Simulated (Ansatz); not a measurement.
Reaction (isomerisation): `[SiH3]C1NBS1` → `BSC(=N)[SiH3]`

Program: Ansatz. Geometries: PBE0-D4/def2-TZVP. ΔE: electronic, gas phase. CCSD(T)/CBS adds triple-zeta CCSD(T) − MP2 to the extrapolated MP2 energy (def2 sets, frozen cores). Functionals use def2-TZVPP. Each species was taken in one conformer, which may not be the lowest.

| level | ΔE (kcal/mol) |
| --- | --- |
| r2SCAN | 29.4 |
| SCS-MP2/def2-TZVPP | 30.4 |
| HF/CBS(def2) | 27.1 |
| MP2/CBS(def2) | 33.9 |

Q: What does CCSD(T)/CBS give? (An estimate is asked.)

A: The calculation gave: +30.7 kcal/mol. The listed levels differ from it by -1.3, -0.3, -3.6, 3.2 kcal/mol.

Largest T1 diagnostic among the species: 0.015.

In def2-TZVPP, CCSD(T) changes the Hartree–Fock value by +2.6 kcal/mol (the triples alone add −0.6 kcal/mol) and MP2 by +5.8 kcal/mol. From PBE to PBE0 (25 % exact exchange), in def2-TZVPP and without D4, ΔE moves by +3.4 kcal/mol.
